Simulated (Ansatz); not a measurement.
`ClC[SiH]1CC1` + SiH₄ → `[SiH3]C[SiH]1CC1` + HCl  (formal exchange of groups at a C–Cl bond)

Isolated molecules relaxed with PBE0-D4/def2-TZVP in Ansatz; ΔE leaves out vibrations. CBS: MP2 limit from def2 TZ/QZ plus the TZ coupled-cluster correction, frozen cores. This one scheme is used for every species. DFT in def2-TZVPP. B3LYP here is the variant with VWN-RPA as its local correlation; programs differ in this. One conformer a species, not always the lowest.

`ClC[SiH]1CC1`:

Cartesian coordinates in Å:
```
Cl -1.779 2.240 -1.198
C -1.358 0.504 -1.097
Si 0.402 0.291 -0.493
C 0.814 -1.211 0.496
C 0.710 0.105 1.309
H -2.061 0.032 -0.409
H -1.511 0.078 -2.089
H 1.417 0.913 -1.367
H 1.804 -1.648 0.418
H 0.049 -1.956 0.693
H 1.635 0.477 1.737
H -0.124 0.175 2.000
```

SiH₄:

Z-matrix (Å, degrees):
```
Si
H 1 1.485
H 1 1.485 2 109.5
H 1 1.485 2 109.5 3 -120.0
H 1 1.485 2 109.5 3 120.0
```

`[SiH3]C[SiH]1CC1`:

Z-matrix (Å, degrees):
```
Si
C 1 1.874
H 1 1.488 2 110.2
H 1 1.486 2 110.0 3 119.6
H 1 1.489 2 111.2 3 -120.1
Si 2 1.863 1 113.4 3 -54.2
H 2 1.095 1 108.9 3 -175.0
H 2 1.095 1 109.4 3 68.1
C 6 1.843 2 120.2 1 -80.3
C 6 1.843 2 121.5 1 -139.1
H 6 1.480 2 114.1 1 68.7
H 9 1.085 6 120.2 2 145.5
H 9 1.086 6 119.4 2 -0.6
H 10 1.086 6 119.5 2 -2.2
H 10 1.085 6 119.9 2 -148.2
```

HCl:

```xyz
2

Cl    0.239   -0.544   -0.235
H    -0.239    0.544    0.235
```

Problem. Is it downhill or uphill in electronic energy at CCSD(T)/CBS, and by how much? (Estimate.)

Solution. Computed: Downhill: ΔE = -80.5 kJ/mol.

Problem. What do these levels give: PBE-D4, PBE0-D4, B3LYP-D4, r2SCAN, PBE0, B3LYP, MP2/def2-TZVPP, SCS-MP2/def2-TZVPP, HF/def2-QZVPP, MP2/def2-QZVPP, SCS-MP2/def2-QZVPP, MP2/CBS(def2)? (Best estimate.)

Solution. The calculation gave: PBE-D4 -75.3, PBE0-D4 -79.8, B3LYP-D4 -73.9, r2SCAN -78.6, PBE0 -76.7, B3LYP -68.8, MP2/def2-TZVPP -84.6, SCS-MP2/def2-TZVPP -78.2, HF/def2-QZVPP -69.6, MP2/def2-QZVPP -84.5, SCS-MP2/def2-QZVPP -78.3, MP2/CBS(def2) -84.3 kJ/mol.

Largest T1 diagnostic among the species: 0.011.

In def2-TZVPP, CCSD(T) changes the Hartree–Fock value by −11.5 kJ/mol (the triples alone add −0.0 kJ/mol) and MP2 by −15.2 kJ/mol. The D4 term adds −5.2 kJ/mol with B3LYP and −3.1 kJ/mol with PBE0; it sums over pairs of atoms, weighted by their polarisabilities, and B3LYP, whose exchange is more repulsive, gets the larger term.
